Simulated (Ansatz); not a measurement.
The inner images of a band of AlFH2O + H3P (9 atoms, charge 0, multiplicity 1) are given out of order.

The calculation used Ansatz 0.2.0, RKS BHLYP-D4/6-31G*.

Initial state:

```xyz
9
Properties=species:S:1:pos:R:3
Al 0.190 -0.125 0.241
O -0.332 -0.787 1.703
H -1.244 -0.867 1.967
H 1.704 -0.117 -0.122
F -0.925 0.405 -0.846
P 0.250 3.166 1.408
H 1.536 2.728 1.030
H -0.383 2.695 0.239
H -0.040 2.015 2.172
```

Final state:

```xyz
9
Properties=species:S:1:pos:R:3
Al 0.363 0.551 0.291
O -0.355 -0.261 1.980
H -1.186 -0.681 1.731
H 1.680 -0.252 -0.029
F -1.020 0.084 -0.519
P 0.394 2.772 1.064
H 1.697 3.117 0.654
H -0.266 3.374 -0.026
H -0.551 0.407 2.646
```

Task: Put them in order from the first end to the last, with their energies above the first end.
A.
```xyz
9
Properties=species:S:1:pos:R:3
Al 0.332 0.192 0.292
O -0.282 -0.341 1.826
H -1.190 -0.620 1.927
H 1.849 0.043 -0.051
F -0.794 0.233 -0.909
P 0.054 2.750 1.498
H 1.427 2.679 1.181
H -0.402 2.826 0.162
H -0.239 1.350 1.867
```
B.
```xyz
9
Properties=species:S:1:pos:R:3
Al 0.385 0.346 0.269
O -0.289 -0.205 1.867
H -1.152 -0.625 1.920
H 1.889 0.056 -0.042
F -0.760 0.183 -0.907
P 0.027 2.667 1.446
H 1.405 2.756 1.179
H -0.433 2.872 0.130
H -0.315 1.061 1.930
```
C.
```xyz
9
Properties=species:S:1:pos:R:3
Al 0.380 0.450 0.234
O -0.341 -0.160 1.915
H -1.215 -0.562 1.954
H 1.827 -0.072 -0.065
F -0.830 0.175 -0.863
P 0.152 2.629 1.329
H 1.524 2.802 1.110
H -0.343 3.015 0.078
H -0.398 0.834 2.098
```
D.
```xyz
9
Properties=species:S:1:pos:R:3
Al 0.220 -0.089 0.242
O -0.291 -0.684 1.739
H -1.204 -0.719 2.012
H 1.731 -0.074 -0.135
F -0.914 0.347 -0.867
P 0.203 3.061 1.470
H 1.507 2.674 1.100
H -0.364 2.789 0.208
H -0.131 1.807 2.024
```
E.
```xyz
9
Properties=species:S:1:pos:R:3
Al 0.270 0.019 0.270
O -0.282 -0.525 1.784
H -1.213 -0.625 1.969
H 1.787 0.013 -0.082
F -0.857 0.294 -0.897
P 0.131 2.909 1.508
H 1.467 2.636 1.152
H -0.372 2.806 0.194
H -0.177 1.584 1.895
```
F.
```xyz
9
Properties=species:S:1:pos:R:3
Al 0.352 0.506 0.220
O -0.351 -0.212 1.957
H -1.193 -0.671 1.872
H 1.689 -0.268 -0.087
F -0.991 0.094 -0.671
P 0.329 2.685 1.114
H 1.664 3.051 0.868
H -0.243 3.354 0.018
H -0.500 0.572 2.501
```
G.
```xyz
9
Properties=species:S:1:pos:R:3
Al 0.363 0.479 0.207
O -0.365 -0.182 1.937
H -1.236 -0.591 1.948
H 1.748 -0.198 -0.096
F -0.918 0.147 -0.793
P 0.264 2.619 1.209
H 1.620 2.915 1.013
H -0.266 3.210 0.054
H -0.453 0.712 2.313
```

Result: D (+0.02 eV), E (+0.12 eV), A (+0.58 eV), B (+1.19 eV), C (+0.63 eV), G (+0.22 eV), F (+0.05 eV).

The run took 6.5 min on 1 thread of Arm Neoverse V2, on a shared host, peak memory 0.15 GiB.
